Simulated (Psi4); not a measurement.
Interaction energy of BCl3 ··· H4OSi (SMILES ClB(Cl)Cl and O[SiH3]). Monomers: optimised at B3LYP-D3(BJ) (def2-TZVP), held rigid. Orientation: a random orientation, not optimised. R is the distance of the centres of mass, along which the second monomer moves.

Geometry at R = 6.10 Å (first 4 atoms: monomer A):
```
10

Cl    -0.9241    -1.4805     0.0029
B      0.0001     0.0000     0.0009
Cl    -0.8204     1.5404     0.0026
Cl     1.7444    -0.0600    -0.0064
Si    -0.7550     4.9876     2.4024
O     -1.2298     6.5681     2.4864
H     -1.1852     4.3697     3.6717
H      0.7169     4.8657     2.2555
H     -1.3899     4.2859     1.2591
H     -1.0371     7.1465     1.7450
``` The table gives interaction energies.

```tsv
R / Å	A	B	C
5.52	3.38	9.77	17.31
5.68	-0.29	4.35	10.28
5.92	-2.67	0.41	4.59
6.10	-3.16	-0.78	2.44
6.32	-3.07	-1.28	1.09
6.53	-2.68	-1.30	0.47
6.77	-2.16	-1.14	0.15
7.13	-1.46	-0.83	0.00
7.64	-0.80	-0.49	-0.04
8.28	-0.38	-0.26	-0.02
9.27	-0.15	-0.11	-0.01
10.58	-0.06	-0.04	-0.01
```

Energies in kJ/mol.

Problem. Assign the columns to these levels of theory: HF/aug-cc-pVDZ, counterpoise-corrected run with Psi4; Psi4 with PBE-D3(BJ)/def2-TZVP, counterpoise-corrected; DF-SCS-MP2/aug-cc-pVDZ, frozen core, counterpoise-corrected (Psi4).

Solution. A is PBE-D3(BJ)/def2-TZVP; B is SCS-MP2/aug-cc-pVDZ; C is HF/aug-cc-pVDZ.
